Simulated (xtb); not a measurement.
C6H6O, SMILES C1=CC=COC=C1. All values are semi-empirical tight-binding results from xtb (GFN2-xTB unless named), good for trends rather than for accurate numbers. The structure is a stationary point at GFN2-xTB.

Optimised geometry:

```xyz
13

C      1.4439    -0.1474     0.6701
C      1.4439    -0.1474    -0.6701
C      0.3080     0.2338    -1.4853
C     -0.9731     0.1184    -1.1411
O     -1.4476    -0.5009     0.0000
C     -0.9731     0.1184     1.1411
C      0.3080     0.2338     1.4853
H      2.3572    -0.3694     1.2050
H      2.3572    -0.3694    -1.2050
H      0.5309     0.6655    -2.4506
H     -1.7706     0.4785    -1.7827
H     -1.7706     0.4785     1.7827
H      0.5309     0.6655     2.4506
```

Question: Estimate the properties. (An estimate is asked for; the answer gives what the named calculation found.)

Answer: 
```yaml
point_group_as_xtb_finds_it: Cs
orbital_gap: 2.67 eV
dipole_moment: 1.69 D
zero_point_energy: 62.3 kcal/mol
G − E(el) at 298.15 K (modified RRHO): 43.6 kcal/mol
static polarisability (D4 model): 72.5 bohr³
solvation energy, GFN2-xTB/ALPB(water): -1.3 kcal/mol
solvation energy, GFN2-xTB/ALPB(acetone): -5.8 kcal/mol
```

Computed IR lines (harmonic; lines under 4 % of the strongest left out, lines within 3 cm⁻¹ merged):
ν (cm⁻¹): 97 (m), 341 (w), 360 (m), 740 (s), 761 (m), 853 (w), 949 (s), 974 (s), 997 (s), 1080 (vs), 1213 (w), 1241 (m), 1335 (m), 1381 (m), 1631 (w), 1639 (m), 1686 (s), 3008 (s), 3016 (s), 3059 (w), 3069 (vs), 3076 (vs), 3080 (m) (against the strongest line: vs over 80 %, s over 45 %, m over 15 %, w over 4 %, vw less)

Question: Give the atomic charges and the Wiberg bond orders between heavy atoms. (An estimate is asked for; the answer gives what the named calculation found.)

Answer: charges (e) C1 -0.02, C2 -0.02, C3 -0.05, C4 0.10, O5 -0.28, C6 0.10, C7 -0.05, H8 0.04, H9 0.04, H10 0.04, H11 0.04, H12 0.04, H13 0.04. Bond orders C1–C2 1.77, C2–C3 1.12, C3–C4 1.81, C4–O5 0.99, O5–C6 0.99, C1–C7 1.12, C6–C7 1.81.
